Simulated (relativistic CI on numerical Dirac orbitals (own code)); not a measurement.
Mo⁴⁺: calculation against measurement

Computed by Dirac-Coulomb-Breit CI, orbitals from a KLI potential per configuration, model QED, valence Slater integrals scaled by 0.85, P86 correlation estimate, and configurations built on the next ion tied to the tabulated ionisation energy (semi-empirical) (own radial code, finite nucleus).

CI space (outside the closed core [Ar] 3d10): 4s2.4p6.4d2, 4s2.4p6.4d.5s, 4s2.4p6.4d.5p, 4s2.4p6.4d.5d, 4s2.4p6.4d.6s, 4s2.4p6.4d.4f, 4s2.4p6.4d.5f, 4s2.4p5.4d3, 4s2.4p6.5s2, 4s2.4p6.4f2, 4s2.4p6.5s.5p, 4s2.4p6.4d.6p, 4s2.4p4.4d4, 4s2.4p6.4d.6d, 4s2.4p6.4d.5g, 4s2.4p6.5p2, 4s2.4p6.4d.6f, 4s2.4p5.4d2.4f, 4s2.4p6.5s.5d, 4s.4p6.4d3, 4s2.4p6.4f.5s, 4s2.4p6.5p.5d, 4s2.4p6.4f.5p, 4s2.4p5.4d2.5s. Levels of other configurations are missing.

| Configuration | Term (tabulated) | J | Measured (cm⁻¹) | Computed | Error | Purity (%) |
| --- | --- | --- | --- | --- | --- | --- |
| 4s2.4p6.4d2 | 3F | 2 | 0.0 | 0 | 0 | 96 |
| 4s2.4p6.4d2 | 3F | 3 | 1577.9 | 1509 | -69 | 98 |
| 4s2.4p6.4d2 | 3F | 4 | 3357.3 | 3214 | -143 | 98 |
| 4s2.4p6.4d2 | 1D | 2 | 10190.3 | 9727 | -464 | 74 |
| 4s2.4p6.4d2 | 3P | 0 | 11161.5 | 10578 | -584 | 97 |
| 4s2.4p6.4d2 | 3P | 1 | 11806.9 | 11196 | -611 | 98 |
| 4s2.4p6.4d2 | 3P | 2 | 13408.2 | 12742 | -666 | 76 |
| 4s2.4p6.4d2 | 1G | 4 | 16353.9 | 16216 | -137 | 98 |
| 4s2.4p6.4d2 | 1S | 0 | 37738.3 | 35331 | -2408 | 97 |
| 4s2.4p6.4d.5s | 3D | 1 | 92381.0 | 98002 | 5621 | 100 |
| 4s2.4p6.4d.5s | 3D | 2 | 93111.9 | 98690 | 5578 | 96 |
| 4s2.4p6.4d.5s | 3D | 3 | 94835.8 | 100315 | 5479 | 100 |
| 4s2.4p6.4d.5s | 1D | 2 | 99381.1 | 104648 | 5267 | 95 |
| 4s2.4p6.4d.5p | 1D° | 2 | 146976.9 | 150747 | 3770 | 60 |
| 4s2.4p6.4d.5p | 3D° | 1 | 148949.2 | 152281 | 3332 | 94 |
| 4s2.4p6.4d.5p | 3D° | 2 | 150346.4 | 153721 | 3375 | 71 |
| 4s2.4p6.4d.5p | 3F° | 2 | 151214.0 | 154732 | 3518 | 57 |
| 4s2.4p6.4d.5p | 3P° | 1 | 156617.1 | 160164 | 3547 | 87 |
| 4s2.4p6.4d.5p | 3P° | 0 | 157059.7 | 160587 | 3527 | 100 |
| 4s2.4p6.4d.5p | 3P° | 2 | 157852.2 | 161298 | 3446 | 94 |
| 4s2.4p6.4d.5p | 1F° | 3 | 159857.3 | 163161 | 3304 | 95 |
| 4s2.4p6.4d.5p | 1P° | 1 | 162257.7 | 165717 | 3459 | 86 |
| 4s2.4p6.4d.5d | 1F | 3 | 232561.5 | 235401 | 2839 | 78 |
| 4s2.4p6.4d.5d | 3D | 1 | 233190.7 | 236001 | 2810 | 83 |
| 4s2.4p6.4d.5d | 3D | 2 | 234253.2 | 236985 | 2732 | 98 |
| 4s2.4p6.4d.5d | 3G | 3 | 234491.3 | 237141 | 2649 | 82 |
| 4s2.4p6.4d.5d | 3G | 4 | 235496.4 | 238082 | 2585 | 98 |
| 4s2.4p6.4d.5d | 3D | 3 | 235635.8 | 238306 | 2670 | 81 |
| 4s2.4p6.4d.5d | 1P | 1 | 236002.8 | 238873 | 2870 | 75 |
| 4s2.4p6.4d.5d | 3G | 5 | 237205.0 | 239700 | 2495 | 100 |
| 4s2.4p6.4d.4f | 1G° | 4 | 237483.3 | 243696 | 6213 | 88 |
| 4s2.4p6.4d.5d | 3F | 2 | 237760.0 | 240808 | 3048 | 93 |
| 4s2.4p6.4d.5d | 3F | 3 | 239069.3 | 242050 | 2980 | 97 |
| 4s2.4p6.4d.5d | 3S | 1 | 239189.6 | 241834 | 2644 | 89 |
| 4s2.4p6.4d.4f | 3F° | 2 | 239393.5 | 245752 | 6359 | 88 |
| 4s2.4p6.4d.4f | 3H° | 4 | 239950.4 | 246019 | 6068 | 90 |
| 4s2.4p6.4d.4f | 3F° | 3 | 240004.7 | 246241 | 6236 | 94 |
| 4s2.4p6.4d.5d | 3F | 4 | 240110.1 | 243048 | 2938 | 96 |
| 4s2.4p6.4d.4f | 3H° | 5 | 240726.6 | 246731 | 6004 | 98 |
| 4s2.4p6.4d.4f | 1D° | 2 | 241752.0 | 248643 | 6891 | 86 |
| 4s2.4p6.4d.5d | 1D | 2 | 241965.9 | 244813 | 2847 | 74 |
| 4s2.4p6.4d.5d | 3P | 0 | 242162.7 | 245179 | 3017 | 96 |
| 4s2.4p6.4d.5d | 3P | 1 | 242972.3 | 245932 | 2959 | 96 |
| 4s2.4p6.4d.4f | 3G° | 3 | 243408.6 | 250397 | 6989 | 88 |
| 4s2.4p6.4d.5d | 3P | 2 | 243955.1 | 246838 | 2883 | 79 |
| 4s2.4p6.4d.5d | 1G | 4 | 244170.6 | 246620 | 2449 | 96 |
| 4s2.4p6.4d.4f | 3G° | 4 | 244627.7 | 251529 | 6901 | 90 |
| 4s2.4p6.4d.4f | 3G° | 5 | 245601.3 | 252449 | 6848 | 92 |
| 4s2.4p6.5s.5p | 3P° † | 0 | 246619.0 | 266751 | 20132 | 94 |
| 4s2.4p6.5s.5p | 3P° † | 1 | 246800.0 | 268011 | 21211 | 94 |
| 4s2.4p6.4d.4f | 3D° | 2 | 247091.5 | 253921 | 6830 | 72 |
| 4s2.4p6.4d.4f | 3D° | 3 | 247688.3 | 254296 | 6607 | 86 |
| 4s2.4p6.4d.4f | 1F° | 3 | 250992.0 | 257337 | 6345 | 86 |
| 4s2.4p6.4d.4f | 3P° | 0 | 252464.3 | 256598 | 4134 | 91 |

Measured levels from Sugar and Musgrove, J. Phys. Chem. Ref. Data 17, 155 (1988); pairs were made by configuration, J and term (by order where the table uses no LS term), so strongly mixed levels may be paired wrongly.

Mean error by configuration (cm⁻¹): 4s2.4p6.4d2 -635; 4s2.4p6.4d.5s 5486; 4s2.4p6.4d.5p 3475; 4s2.4p6.4d.5d 2789; 4s2.4p6.4d.4f 6340. Over the excited levels the mean absolute error is 3689 cm⁻¹ (53 of the 55 excited levels that our extract of the source holds in range could be paired, and the others can miss by more), and the median relative error of those above 1,000 cm⁻¹ is 2.3 %. † marks terms whose computed intervals miss the measured ones by more than a factor of 2.5, or configurations far off the rest, from wrong mixing, a near crossing or a doubtful label or measurement; they are left out of the means.
